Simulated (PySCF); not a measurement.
## How methods differ on the ionisation energy of I⁵¹⁺

I⁵¹⁺ 1s2 → I⁵²⁺ 1s1 [1s1/2^1, M_J = 1/2], as a difference of total energies. All numbers are calculated (PySCF 2.14, the two-component X2C-1e Hamiltonian, in an even-tempered Gaussian basis (15 s from 120 bohr⁻², ratio 2.4; 11 p from 160 bohr⁻², ratio 2.4; 3 d from 500 bohr⁻², ratio 2.6; 3 f from 750 bohr⁻², ratio 2.6)). Correlated levels: nothing frozen; the 32 highest virtual spinors dropped. "Screened" scales the spin-orbit matrix elements by Boettger's factors to mimic the two-electron term; Breit and QED terms are absent.

```tsv
method	ionisation energy (eV)
GHF (screened spin-orbit)	38782.8
GMP2 (screened spin-orbit)	38784.3
```

For this ion Breit and QED terms and the two-electron picture change, all absent here, outweigh the correlation shift from GHF to GMP2.

For comparison: 38717.0 eV (theoretical estimate listed by NIST; NIST Atomic Spectra Database, ionization energies).
